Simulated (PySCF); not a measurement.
## Radial density of Kr²⁺ (krypton, charge +2)

MN15, [Ar] 3d10 4s1 4p5, high-spin 3P determinant (an excited configuration). All numbers are calculated (PySCF 2.14, scalar relativity through the core potential, in aug-cc-pVQZ-PP with one added diffuse shell each of s, p, d, f, g type with ECP10MDF (8s7p6d4f3g, 114 functions)). This is the valence pseudo-density: the core potential removes the inner electrons and smooths the orbitals near the nucleus.

| r (bohr) | 4πr²ρ (e/bohr) | 4πr²(ρα − ρβ) |
| --- | --- | --- |
| 0.000578 | 5.295e-05 | 0.0000 |
| 0.000973 | 0.0001486 | 0.0000 |
| 0.00164 | 0.0004117 | 0.0000 |
| 0.00275 | 0.001107 | 0.0001 |
| 0.00463 | 0.002832 | 0.0003 |
| 0.00778 | 0.006853 | 0.0008 |
| 0.0131 | 0.01494 | 0.0017 |
| 0.0220 | 0.02832 | 0.0032 |
| 0.0370 | 0.04935 | 0.0047 |
| 0.0623 | 0.1546 | 0.0053 |
| 0.105 | 1.115 | 0.0058 |
| 0.176 | 6.780 | 0.0266 |
| 0.297 | 24.89 | 0.2527 |
| 0.499 | 34.66 | 0.2288 |
| 0.839 | 10.91 | 0.3517 |
| 1.41 | 4.913 | 1.6312 |
| 2.37 | 1.629 | 0.4332 |
| 3.99 | 0.05425 | 0.0063 |
| 6.72 | 4.917e-05 | 0.0000 |

Energies and moments cover only the electrons outside the core potential.
